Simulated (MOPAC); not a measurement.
A run for MOPAC: AM1 on CH6AlN (SMILES C[NH][AlH2]), a point of a bond scan (R = 2.130 Å).

```
AM1 1SCF PRECISE CHARGE=0 THREADS=1
CH6AlN

Al    -0.09554821 1     0.21230625 1     1.21055513 1
H     -1.69426356 1     0.91557042 1     2.42944007 1
H      1.33950148 1    -0.17605091 1     1.73948491 1
N     -0.40101281 1     0.05181869 1    -0.52668088 1
C      0.50358135 1    -0.39974265 1    -1.57473334 1
H     -1.31058521 1     0.29300099 1    -0.89512944 1
H      0.67412933 1     0.37093819 1    -2.33410790 1
H      0.13147088 1    -1.29475018 1    -2.08481235 1
H      1.47299368 1    -0.65063692 1    -1.14091851 1
```

Program output:

```
*******************************************************************************
 **                                                                           **
 **                              MOPAC v23.2.5                                **
 **                                                                           **
 *******************************************************************************
 ** MOPAC's Digital Object Identifier: https://doi.org/10.5281/zenodo.6511958 **
 **                                                                           **
 ** Please cite the open-source release paper for use of this MOPAC version:  **
 ** J. E. Moussa and J. J. P. Stewart (2026)                                  **
 ** MOPAC: An open-source semiempirical molecular orbital program             **
 ** J. Open Source Softw., 11(119), 8025, https://doi.org/10.21105/joss.08025 **
 *******************************************************************************

                              AM1 CALCULATION RESULTS

 *******************************************************************************
 *  AM1        - The AM1 Hamiltonian to be used
 *
 *
 *
 *                 CHARGE ON SYSTEM = 0
 *
 *
 *
 *  PRECISE    - TIGHTER CRITERIA TO BE USED
 *  1SCF       - DO 1 SCF AND THEN STOP
 *  THREADS=1  - MULTI-THREADING NOT USED
 *  T=         - A TIME OF 172800.0 SECONDS REQUESTED
 *  DUMP=N     - RESTART FILE WRITTEN EVERY 7200.0 SECONDS REQUESTED
 *******************************************************************************
AM1 1SCF PRECISE CHARGE=0 THREADS=1
 CH6AlN

   ATOM   CHEMICAL          X               Y               Z
  NUMBER   SYMBOL      (ANGSTROMS)     (ANGSTROMS)     (ANGSTROMS)

     1      Al         -0.09554821  *   0.21230625  *   1.21055513  *
     2       H         -1.69426356  *   0.91557042  *   2.42944007  *
     3       H          1.33950148  *  -0.17605091  *   1.73948491  *
     4       N         -0.40101281  *   0.05181869  *  -0.52668088  *
     5       C          0.50358135  *  -0.39974265  *  -1.57473334  *
     6       H         -1.31058521  *   0.29300099  *  -0.89512944  *
     7       H          0.67412933  *   0.37093819  *  -2.33410790  *
     8       H          0.13147088  *  -1.29475018  *  -2.08481235  *
     9       H          1.47299368  *  -0.65063692  *  -1.14091851  *



          CARTESIAN COORDINATES

    NO.       ATOM           X           Y           Z

     1        Al         -0.0955      0.2123      1.2106
     2         H         -1.6943      0.9156      2.4294
     3         H          1.3395     -0.1761      1.7395
     4         N         -0.4010      0.0518     -0.5267
     5         C          0.5036     -0.3997     -1.5747
     6         H         -1.3106      0.2930     -0.8951
     7         H          0.6741      0.3709     -2.3341
     8         H          0.1315     -1.2948     -2.0848
     9         H          1.4730     -0.6506     -1.1409

  H: (AM1): M.J.S. DEWAR ET AL, J. AM. CHEM. SOC. 107 3902-3909 (1985)
  C: (AM1): M.J.S. DEWAR ET AL, J. AM. CHEM. SOC. 107 3902-3909 (1985)
  N: (AM1): M.J.S. DEWAR ET AL, J. AM. CHEM. SOC. 107 3902-3909 (1985)
 Al: (AM1): M. J. S. Dewar, A. J. Holder, Organometallics, 9, 508-511 (1990).

           Empirical Formula: C H6 N Al  =     9 atoms



      MOLECULAR POINT GROUP   :   Cs


      RHF CALCULATION, NO. OF DOUBLY OCCUPIED LEVELS = 9


 -------------------------------------------------------------------------------
 AM1 1SCF PRECISE CHARGE=0 THREADS=1
 CH6AlN



     1SCF WAS SPECIFIED, SO BFGS WAS NOT USED
     SCF FIELD WAS ACHIEVED


                              AM1 CALCULATION
                                                       MOPAC v23.2.5 Linux




          FINAL HEAT OF FORMATION =         34.34832 KCAL/MOL =     143.71338 KJ/MOL


          COSMO AREA              =        112.82 SQUARE ANGSTROMS
          COSMO VOLUME            =         98.30 CUBIC ANGSTROMS

          IONIZATION POTENTIAL    =          9.560458 EV
          HOMO LUMO ENERGIES (EV) =         -9.560 -0.149
          NO. OF FILLED LEVELS    =          9
          MOLECULAR WEIGHT        =         59.0466         POINT GROUP:  Cs

          MOLECULAR DIMENSIONS (Angstroms)

            Atom       Atom       Distance
            H     7    H     2     5.34764
            H     6    H     3     3.59411
            H     8    H     2     1.74271


          SCF CALCULATIONS        =          1





   ATOM   CHEMICAL          X               Y               Z
  NUMBER   SYMBOL      (ANGSTROMS)     (ANGSTROMS)     (ANGSTROMS)

     1      Al         -0.09554821  *   0.21230625  *   1.21055513  *
     2       H         -1.69426356  *   0.91557042  *   2.42944007  *
     3       H          1.33950148  *  -0.17605091  *   1.73948491  *
     4       N         -0.40101281  *   0.05181869  *  -0.52668088  *
     5       C          0.50358135  *  -0.39974265  *  -1.57473334  *
     6       H         -1.31058521  *   0.29300099  *  -0.89512944  *
     7       H          0.67412933  *   0.37093819  *  -2.33410790  *
     8       H          0.13147088  *  -1.29475018  *  -2.08481235  *
     9       H          1.47299368  *  -0.65063692  *  -1.14091851  *

                             CARTESIAN COORDINATES

   1   Al       -0.095548210     0.212306250     1.210555130
   2    H       -1.694263560     0.915570420     2.429440070
   3    H        1.339501480    -0.176050910     1.739484910
   4    N       -0.401012810     0.051818690    -0.526680880
   5    C        0.503581350    -0.399742650    -1.574733340
   6    H       -1.310585210     0.293000990    -0.895129440
   7    H        0.674129330     0.370938190    -2.334107900
   8    H        0.131470880    -1.294750180    -2.084812350
   9    H        1.472993680    -0.650636920    -1.140918510


           Empirical Formula: C H6 N Al  =     9 atoms



      MOLECULAR POINT GROUP   :   Cs


                  EIGENVALUES
 -34.78097 -25.58348 -16.85548 -15.32651 -14.59656 -12.80417 -11.74841  -9.75082
  -9.56046  -0.14930   0.26729   2.05728   2.55533   4.13715   4.41178   4.78832
   5.11438   6.08660


              NET ATOMIC CHARGES AND DIPOLE CONTRIBUTIONS

  ATOM NO.   TYPE          CHARGE      No. of ELECS.   s-Pop       p-Pop
    1         Al           0.171437        2.8286     1.12378     1.70478
    2          H          -0.015978        1.0160     1.01598
    3          H          -0.032977        1.0330     1.03298
    4          N          -0.415192        5.4152     1.50976     3.90544
    5          C          -0.083117        4.0831     1.21415     2.86897
    6          H           0.173617        0.8264     0.82638
    7          H           0.061544        0.9385     0.93846
    8          H           0.061544        0.9385     0.93846
    9          H           0.079123        0.9209     0.92088
 DIPOLE           X         Y         Z       TOTAL
 POINT-CHG.     0.143    -0.087    -0.272     0.320
 HYBRID        -0.301    -0.123    -1.480     1.515
 SUM           -0.158    -0.211    -1.753     1.772


          ATOMIC ORBITAL ELECTRON POPULATIONS

     Atom    s        px        py        pz
    1 Al   1.12378   0.75426   0.35546   0.59507
    2  H   1.01598
    3  H   1.03298
    4  N   1.50976   1.13953   1.61079   1.15511
    5  C   1.21415   0.95684   0.98706   0.92507
    6  H   0.82638
    7  H   0.93846
    8  H   0.93846
    9  H   0.92088

 **********************
 *                    *
 * JOB ENDED NORMALLY *
 *                    *
 **********************




 == MOPAC DONE ==
```

The run finished.

Cost: around 0.020 core-seconds (rough).
